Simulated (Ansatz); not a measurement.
A structure drawn as `CN(C)B(F)F`, with this starting geometry:

Cartesian coordinates in Å:
```
C 0.8192 1.0416 0.3258
N 0.3398 -0.1447 -0.3875
C -1.0150 0.1159 -0.8145
B 0.3622 -1.4169 0.4116
F 1.1771 -2.5328 0.0776
F -0.3893 -1.4834 1.7127
H 0.8620 1.9020 -0.3034
H 1.9022 0.7996 0.6555
H 0.1854 1.1878 1.2646
H -1.4378 -0.7536 -1.4372
H -1.0673 0.9954 -1.5001
H -1.7384 0.2892 -0.0052
```

Charge 0, multiplicity 1.

(1) Relax it with Ansatz at PBE-D4/def2-SVP and then PBE0-D4/def2-TZVP. Is the drawn bonding still there?

(2) Give the relaxed structure. (Best estimate.)

Atoms count as bonded under 1.1 times the sum of their covalent radii (H–H under 0.85 Å, pairs among N, O and F under 1.55 Å), and a drawn bond as lost past 1.3 times.

Results:

(1) Yes, every drawn bond is still there and no new one forms.

(2) Computed: 
Z-matrix (Å, degrees):
```
C
N 1 1.443
H 1 1.089 2 110.3
H 1 1.096 2 110.8 3 -120.2
H 1 1.096 2 110.8 3 120.2
C 2 1.443 1 114.7 3 -180.0
B 2 1.392 1 122.6 3 0.0
H 6 1.089 2 110.3 1 180.0
H 6 1.096 2 110.8 1 -59.8
H 6 1.096 2 110.8 1 59.8
F 7 1.333 2 121.6 1 -180.0
F 7 1.333 2 121.6 1 0.0
```
All modes are real.
